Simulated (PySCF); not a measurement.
dibromo-chloro-fluoromethane (CBr2ClF), SMILES FC(Cl)(Br)Br. The structure is a stationary point at TPSSh-D3(BJ)/def2-SVP.

Problem. Give the equilibrium geometry at TPSSh-D3(BJ)/def2-SVP (PySCF confirms it by a frequency run) as Cartesian coordinates in Å, and its point group. (An estimate is asked for; the answer gives what the named calculation found.)

Solution. point group Cs.
```xyz
5

F     -1.6695    -0.5948     0.0000
C     -0.3493    -0.4117     0.0000
Cl     0.4544    -1.9934     0.0000
Br     0.1342     0.5959    -1.6034
Br     0.1342     0.5959     1.6034
```
Charge 0, spin multiplicity 1.
